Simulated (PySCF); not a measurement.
H₈N₃Si₃, SMILES N1[SiH]N[SiH2]N[SiH2]1 (connectivity only; charge and spin as stated), charge +1, multiplicity 1.

Geometry optimised at ωB97X-D3(BJ)/def2-SVP. The multiplicity is an assumed one; other spin states were not compared. The isomer is the one that the SMILES or the coordinates give; other isomers of the formula were not compared.

Calculation: PBE/def2-TZVP (PySCF).

Symmetry labels are those of the subgroup Cs that the program uses (full group Cs).

List the valence orbital energies around the gap with their symmetry. (Estimate from the structure and the level; the computed values follow.)


| orbital | symmetry | energy (eV) |
|---|---|---|
| HOMO−7 | A" | -14.84 |
| HOMO−6 | A' | -13.94 |
| HOMO−5 | A' | -13.50 |
| HOMO−4 | A" | -13.37 |
| HOMO−3 | A" | -12.77 |
| HOMO−2 | A' | -12.13 |
| HOMO−1 | A" | -11.38 |
| HOMO | A' | -10.82 |
| LUMO | A' | -6.83 |
| LUMO+1 | A' | -5.61 |
| LUMO+2 | A" | -4.92 |
| LUMO+3 | A' | -4.82 |
